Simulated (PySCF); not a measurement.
PBE on O⁻ (oxygen, charge -1), [He] 2s2 2p5, 2P determinant. Calculation: PySCF 2.14, in dyall-av3z; scalar relativity by spin-free X2C-1e.

```
cycle= 1 E= -75.1132734468271  delta_E= 0.00551  |g|= 0.189  |ddm|= 0.331
cycle= 2 E= -75.0187412929657  delta_E= 0.0945  |g|= 0.523  |ddm|= 0.41
cycle= 3 E= -75.1293299963538  delta_E= -0.111  |g|= 0.0926  |ddm|= 0.189
cycle= 4 E= -75.134024208799  delta_E= -0.00469  |g|= 0.00266  |ddm|= 0.071
cycle= 5 E= -75.1340332119043  delta_E= -9e-06  |g|= 0.000606  |ddm|= 0.00568
cycle= 6 E= -75.1340337768749  delta_E= -5.65e-07  |g|= 0.000166  |ddm|= 0.0014
cycle= 7 E= -75.1340337902243  delta_E= -1.33e-08  |g|= 1.4e-05  |ddm|= 0.000111
cycle= 8 E= -75.1340337903185  delta_E= -9.41e-11  |g|= 8.13e-07  |ddm|= 8.07e-06
converged SCF energy = -75.1340337903185  <S^2> = 0.75797051  2S+1 = 2.0079547
```

Highest occupied orbital energy: 2.377 eV; ⟨L²⟩ = 2.03; populations by l: s 4.00, p 5.00, d 0.00, f 0.00.

Question: Can this result be used?

Answer: With care. The calculation finished and met its thresholds. At PBE the highest occupied level has a positive energy, so only the finite basis holds that electron; in a semilocal or global hybrid functional this comes from self-interaction and does not mean that the real anion is unbound.
